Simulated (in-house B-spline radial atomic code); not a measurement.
The numbers below are computed, except where a source is named.
## Making a Troullier-Martins p channel for Pd, r_c = 1.28 bohr

Pd, [Kr] 4d10, non-relativistic LDA (VWN5), spherical and spin-unpolarised, from a B-spline radial code for spherical atoms (atomic units). The all-electron 4p level is ε = -1.815214 hartree, its outermost node lies just inside 0.48 bohr and its outer maximum at 0.92 bohr.

Inside r_c the pseudo-orbital is u(r) = r^2 exp(p(r)), with p = c0 + c2 r² + c4 r⁴ + … + c12 r¹². The seven coefficients follow from p and its first four derivatives at r_c, from zero curvature of the screened potential at the origin, c4 = −c2²/(2l + 5), and from the norm inside r_c. At r_c the all-electron orbital has P = 0.855092, P' = -1.016453, the screened potential V = -2.546208, V' = 5.488059, V'' = -15.42515, and the norm inside is Q = 0.7508999.

Problem. What are p, p' and p'' at r_c?

Solution. p = ln(P/r_c^2) = ln(0.855092/1.6384) = -0.65027. p' = P'/P − 2/r_c = -1.18871 − 1.56250 = -2.75121. The radial equation gives p'' = 2(V − ε) − 2(2) p'/r_c − p'² = -1.46199 − (-8.59752) − 7.56913 = -0.43360. Differentiating, p''' = 2V' + 2(2)p'/r_c² − 2(2)p''/r_c − 2p'p'' = 3.2284, and p'''' = 2V'' − 4(2)p'/r_c³ + 4(2)p''/r_c² − 2(2)p'''/r_c − 2p''² − 2p'p''' = -15.173.

For a trial c2 the five matching conditions are linear in c0, c6, c8, c10 and c12, and c2 is varied until the norm inside r_c equals Q. The root nearest zero gives:

```
 n         c_n
 0   0.9591221
 2  -0.5269065
 4  -0.0396615
 6   -0.927945
 8   0.9061487
10  -0.3361723
12  0.04553825
```

Problem. Check c4 and p(r_c), and find the screened pseudopotential at the origin.

Solution. −c2²/7 = -0.0396615, as listed. The terms c_n r_c^n are 0.95912, -0.86328, -0.10647, -4.08115, 6.52949, -3.96882, 0.88084, which sum to -0.65027. Inverting the radial equation, V_l(r) = ε + 2 p'/r + (p'' + p'²)/2, so V_l(0) = ε + (2l + 3) c2 = -1.815214 + 5 × (-0.526907) = -4.4497 hartree, finite where the all-electron potential diverges.

Orbitals and screened potentials:

```tsv
r (bohr)	P	u	V all-electron	V pseudo
0.128	0.1377	0.04238	-218.5	-4.456
0.32	-0.5638	0.2528	-51.56	-4.665
0.512	0.2255	0.5866	-21.67	-5.454
0.704	0.8963	0.9218	-11.28	-6.415
0.896	1.107	1.091	-6.485	-6.122
1.088	1.034	1.033	-3.955	-4.192
1.28	0.8551	0.8551	-2.546	-2.546
```

Logarithmic derivatives P'/P at R = 1.58 bohr, for energies E around ε:

```tsv
E − ε (hartree)	all-electron	pseudo
-0.5	0.204164	0.200766
-0.25	-0.4547	-0.456171
-0.1	-1.02078	-1.02113
0	-1.51934	-1.51934
0.1	-2.17053	-2.1712
0.25	-3.65212	-3.65984
0.5	-10.7128	-10.8795
```

Problem. With P(R) = 0.5657052 and a norm of 0.9026395 inside R, what slope in energy does norm conservation fix?

Solution. d(P'/P)/dE = −2 × (norm inside R)/P(R)² = -5.6411 per hartree·bohr at E = ε, for both atoms, since orbital and norm agree at R. Differences over ±0.1 hartree give -5.7487 (all-electron) and -5.7503 (pseudo), which also hold third-order terms. Half a hartree below ε the two curves differ by -0.0034.
